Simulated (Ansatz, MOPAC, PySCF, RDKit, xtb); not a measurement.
Pair of molecules: CH6OSi (SMILES CO[SiH3]) (first 9 atoms) with CH4 (SMILES C); geometry from B3LYP-D3(BJ)/def2-TZVP, rigid monomers moved along the line of their centres of mass till O2···H11 is 2.42 Å.
(charge 0, multiplicity 1):
```xyz
14

C     -1.6050    -0.4673     0.3216
O     -0.5492     0.4651     0.1508
Si     0.9489     0.0400    -0.3829
H     -2.4791     0.0743     0.6816
H     -1.8598    -0.9563    -0.6241
H     -1.3413    -1.2340     1.0566
H      1.5554    -0.9886     0.5000
H      1.7615     1.2719    -0.3719
H      0.8809    -0.5210    -1.7568
C      0.0326     0.0394     3.3578
H     -0.1891     0.7106     2.5300
H     -0.8930    -0.3959     3.7332
H      0.6922    -0.7553     3.0109
H      0.5223     0.5916     4.1589
```

```tsv
level	interaction energy (kJ/mol)	cost
MMFF94	6.3	-
AM1	2.1	-
PM3	1.7	-
PM7	3.6	-
GFN2-xTB	-3.5	-
HF/STO-3G (no counterpoise)	3.0	-
HF/aug-cc-pV(D+d)Z	9.0	-
PBE/def2-TZVPPD	2.4	×1
PBE-D4/def2-TZVPPD	-3.9	×1
BP86/6-31G* (no counterpoise)	4.7	-
r2SCAN-D3(BJ)/def2-TZVPPD	-3.4	×2
r2SCAN-D4/def2-TZVPPD	-3.1	×2
B3LYP/3-21G (no counterpoise)	-5.0	-
B3LYP/6-31G*	6.5	-
B3LYP/def2-TZVPPD	6.2	×1
B3LYP-D4/def2-TZVPPD	-3.3	×1
PBE0/def2-TZVPPD	2.3	×1
SCS-MP2/aug-cc-pV(D+d)Z	1.4	-
CCSD/aug-cc-pV(D+d)Z	0.1	-
CCSD(T)/aug-cc-pV(D+d)Z	-1.4	×30
```

The rows run from -5.0 (B3LYP/3-21G (no counterpoise)) to 9.0 kJ/mol (HF/aug-cc-pV(D+d)Z). In aug-cc-pV(D+d)Z the value moves HF 9.0, CCSD 0.1, CCSD(T) -1.4, a shift of -10.4 from HF to CCSD(T). The dispersion term adds -6.4 in PBE-D4, -9.5 in B3LYP-D4. The 3 functionals in def2-TZVPPD without D3 or D4 span 3.9, from PBE0 to B3LYP.

Monomers are frozen at their geometry in the pair; levels with a basis set take the counterpoise correction. Rows marked so take none.

Cores are frozen in the correlated methods. Rows in 3-21G, 6-31G*, STO-3G carry no dispersion term and start afresh at each structure (6-31G* with six Cartesian d functions). The state that AM1, PM3, PM7 reach isn't checked; PM7 holds dispersion and hydrogen-bond terms.

Programs: Ansatz (an electronic-structure program) with Gaussian orbitals; MOPAC for AM1, PM3, PM7 (differences of heats of formation); PySCF for 3-21G rows, 6-31G* rows, STO-3G rows, the dispersion terms; RDKit for the force fields; xtb for the GFN methods. Values without a source in brackets are computed.

Costs are rough ratios of core time to PBE/def2-TZVPPD (about 13 s over the structures, on one shared machine); a dash marks a level with no comparable run of its own.
